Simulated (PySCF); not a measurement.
Br5Ta (SMILES [Br][Ta]([Br])([Br])([Br])[Br]), singlet, geometry from GFN2-xTB (such geometries of metal compounds can be far from the true shape) (core potentials on Ta). Base run: SVWN5/def2-SVP (PySCF).

The PySCF input:
```python
from pyscf import gto, scf, dft

mol = gto.Mole()
mol.atom = '''
    Ta    0.00000000   -0.00000000   -0.00000000
    Br    1.78704776   -0.53182548    1.65658392
    Br   -1.78704776    0.53182548   -1.65658392
    Br    0.39949479    2.38404800    0.33441180
    Br    1.23333407   -1.21431136   -1.72030440
    Br   -1.63282886   -1.16973665    1.38589260
'''
mol.basis = 'def2-svp'
mol.ecp = {'Ta': 'def2-svp'}
mol.verbose = 4
mol.build()

mf = dft.RKS(mol)
mf.xc = 'lda,vwn'
mf.kernel()
```

Each row names what was changed in the base input (with any setting that the change needs).

```
change                                           ΔE vs base (mEh)        outcome
-----------------------------------------------  ----------------  -------------
base                                                        0.000      converged
auxbasis = cc-pvtz-jkfit                                        -  input refused
auxbasis = cc-pvqz-jkfit                                        -  input refused
auxbasis = even-tempered beta=2.0                          -0.532      converged
auxbasis = def2-tzvp-ri                                         -  input refused
auxbasis = cc-pvtz-ri                                           -  input refused
auxbasis = def2-universal-jfit                             -0.594      converged
auxbasis = def2-svp-ri                                          -  input refused
auxbasis = default (with mf = mf.density_fit())            -0.594      converged
auxbasis = even-tempered beta=3.0                               ?      converged
```

What belongs in the gaps?


- auxbasis = even-tempered beta=3.0, ΔE vs base (mEh): -99.791

A fitting set is made for a task (jfit for Coulomb, jkfit for Coulomb and exchange, ri for correlation) and for a family of orbital bases.

- auxbasis = cc-pvtz-jkfit: ended with `pyscf.lib.exceptions.BasisNotFoundError: Basis set not found for Ta in cc-pvtz-jkfit`
- auxbasis = cc-pvqz-jkfit: ended with `pyscf.lib.exceptions.BasisNotFoundError: Basis set not found for Ta in cc-pvqz-jkfit`
- auxbasis = def2-tzvp-ri: ended with `pyscf.lib.exceptions.BasisNotFoundError: Basis set not found for Ta in def2-tzvp-ri`
